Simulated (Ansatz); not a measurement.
Pulling on the Ga1–Cl2 bond in GaCl (multiplicity 1 held). Energies count from the point at 2.239 Å.


R- and RO- levels are restricted; in cc, def2 and unpolarised 6-31G sets they are followed outwards from rest. U- levels take the lowest unrestricted solution at each point, which mixes spins at long bonds. Active spaces are followed from rest. Curves can end on different states.

Correlated levels freeze the cores. Filled d and f shells under p-block atoms count as core.

Run with Ansatz (Gaussian orbitals). Each number belongs to the level named beside it.

Energies in kcal/mol.

```
R (Å)  R-HF/def2-SVP  U-MP2/def2-SVP  R-SCS-MP2/def2-SVP  U-CCSD(T)/def2-SVP  FIC-NEVPT4(SD) on CASSCF(10,8)/def2-SVP  FIC-MRCISD+Q on CASSCF(10,8)/def2-SVP
-----  -------------  --------------  ------------------  ------------------  ---------------------------------------  -------------------------------------
1.791           52.2            50.0                50.6                50.7                                     50.5                                   50.5
2.015            8.5             7.3                 7.6                 7.7                                      7.8                                    7.7
2.239            0.0             0.0                 0.0                 0.0                                      0.0                                    0.0
2.463            5.7             7.0                 6.7                 6.7                                      6.5                                    6.6
2.687           16.5            19.2                18.6                18.6                                     18.3                                   18.4
3.023           34.8            39.1                38.1                38.1                                     37.8                                   37.9
3.358           51.6            57.1                55.9                55.7                                     55.4                                   55.4
3.918           74.7            86.7                79.9                80.2                                     78.2                                   78.3
4.478           92.4           101.6                98.0                96.1                                     93.1                                   93.1
5.150          107.9           105.2               113.6               101.8                                    100.7                                  100.6
6.045          121.0           106.1               125.9               102.9                                    102.5                                  102.4
7.165          130.3           106.2               131.2               103.0                                    102.8                                  102.6
8.956          138.7           106.3               127.9               103.1                                    102.8                                  102.7
```

Doubts at one or more of the structures used: a restricted determinant that unrestricted orbitals would lower (R-HF/def2-SVP, R-SCS-MP2/def2-SVP); a spin-contaminated determinant (U-MP2/def2-SVP, U-CCSD(T)/def2-SVP); other coupled-cluster roots lie near (U-CCSD(T)/def2-SVP); T1 above 0.05 (U-CCSD(T)/def2-SVP); the program's own flag: other amplitudes (U-CCSD(T)/def2-SVP); the program's own flag: lower state (U-CCSD(T)/def2-SVP).

Ansatz is an electronic-structure program.
